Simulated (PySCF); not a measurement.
**Nb⁺: excitation energy**

Nb⁺ [Kr] 4d4 (5D) → Nb⁺ [Kr] 4d3 5p1 (high-spin determinant), as a difference of total energies. Computed with PySCF 2.14 in x2c-TZVPPall with one added diffuse shell each of s, p, d, f type (9s7p7d3f1g, 95 functions), with the spin-free X2C one-electron Hamiltonian (Gaussian nucleus). Correlated levels: valence and next inner shell: [Ar] 3d10 frozen. The calculations carry no spin-orbit coupling.

```tsv
method	excitation energy (eV)
UHF	3.977
MP2 (valence and next inner shell)	4.515
SCS-MP2 (valence and next inner shell)	4.328
CCSD (valence and next inner shell)	4.372
CCSD(T) (valence and next inner shell)	4.369
```

Question: How much does correlation contribute at CCSD(T) (valence and next inner shell)?

Answer: 4.369 − (3.977) = 0.392 eV, measured against UHF.

A first-order spin-orbit estimate (lowest level to lowest level, LS coupling) adds -0.099 eV.

The determinant of the upper state mixes LS terms, which raises its energy above the lowest term, most at the Hartree-Fock and MP2 levels.
